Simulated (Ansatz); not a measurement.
B2Cl2H4, SMILES `[BH2-]1[Cl+][BH2-][Cl+]1` from Hartree–Fock to CCSD(T)

Cartesian coordinates in Å:
```
B -0.6889 0.8375 -0.6709
Cl -0.6019 -1.1098 -0.7644
B 0.6818 -0.8362 0.6797
Cl 1.0319 1.0300 0.2292
H -0.6250 1.2968 -1.7648
H -1.5464 1.1357 0.0969
H 0.0931 -0.8661 1.7122
H 1.6555 -1.4879 0.4821
```

Total charge 0; spin multiplicity 1. The structure was optimised at the PBE0-D4/def2-TZVP level. Frozen core, restricted reference, Ansatz 0.2.0. CBS rows extrapolate triple and quadruple zeta.

```csv
basis,HF (Eh),MP2 corr.
def2-SVP,-970.38889,-0.47033
def2-TZVPP,-970.75827,-0.62407
def2-QZVPP,-970.78641,-0.67700
cc-pV(D+d)Z,-970.72821,-0.48103
cc-pV(T+d)Z,-970.77475,-0.62339
cc-pV(Q+d)Z,-970.78517,-0.67612
```

(1) Estimate the CCSD correlation energy and the (T) correction in each basis where they were run (hartree).

Results:

(1) 
```json
{"basis": "def2-SVP", "CCSD corr.": "-0.52102", "(T)": "-0.01372"}
{"basis": "def2-TZVPP", "CCSD corr.": "-0.67593", "(T)": "-0.02930"}
{"basis": "def2-QZVPP", "CCSD corr.": "-0.72278", "(T)": "-0.03353"}
{"basis": "CBS(def2)", "CCSD corr.": "-0.75748", "(T)": "-0.03666"}
{"basis": "cc-pV(D+d)Z", "CCSD corr.": "-0.53334", "(T)": "-0.01534"}
{"basis": "cc-pV(T+d)Z", "CCSD corr.": "-0.67528", "(T)": "-0.02930"}
{"basis": "cc-pV(Q+d)Z", "CCSD corr.": "-0.72203", "(T)": "-0.03345"}
{"basis": "CBS(cc)", "CCSD corr.": "-0.75531", "(T)": "-0.03640"}
```
